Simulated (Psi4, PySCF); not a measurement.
Interaction energy of HCl ··· H3ClSi (SMILES Cl and [SiH3]Cl). Monomers: optimised at B3LYP-D3(BJ) (def2-TZVP), held rigid. Orientation: a random orientation, not optimised. R is the distance of the centres of mass, along which the second monomer moves.

Geometry at R = 4.32 Å (first 2 atoms: monomer A):
```
7

Cl     0.6410     0.0000     0.0000
H     -0.6410     0.0000     0.0000
Si    -2.6949    -1.2096    -3.2281
Cl    -3.0384     0.3269    -1.8899
H     -1.3010    -1.1132    -3.7034
H     -3.6353    -1.0662    -4.3565
H     -2.9150    -2.4931    -2.5335
```

- HF/aug-cc-pVTZ, counterpoise-corrected (Psi4)
- RKS-B3LYP/6-311+G** = restricted B3LYP/6-311+G**, spherical d, no counterpoise correction (PySCF)
- SAPT0/jun-cc-pVDZ, frozen core (Psi4)

Interaction energies in kcal/mol:

```
R / Å  HF/aug-cc-pVTZ  RKS-B3LYP/6-311+G**
-----  --------------  -------------------
3.72             0.92                -0.66
3.92            -0.02                -1.11
4.10            -0.40                -1.19
4.32            -0.57                -1.10
4.51            -0.59                -0.98
4.72            -0.56                -0.84
5.03            -0.47                -0.66
5.32            -0.38                -0.54
5.79            -0.28                -0.41
6.52            -0.18                -0.27
7.48            -0.11                -0.15
8.84            -0.06                -0.07
```

### Question
Estimate the SAPT0/jun-cc-pVDZ values at these points.

### Answer
3.72: -0.79; 3.92: -1.28; 4.10: -1.38; 4.32: -1.29; 4.51: -1.15; 4.72: -0.98; 5.03: -0.76; 5.32: -0.60; 5.79: -0.42; 6.52: -0.26; 7.48: -0.15; 8.84: -0.08 (kcal/mol).
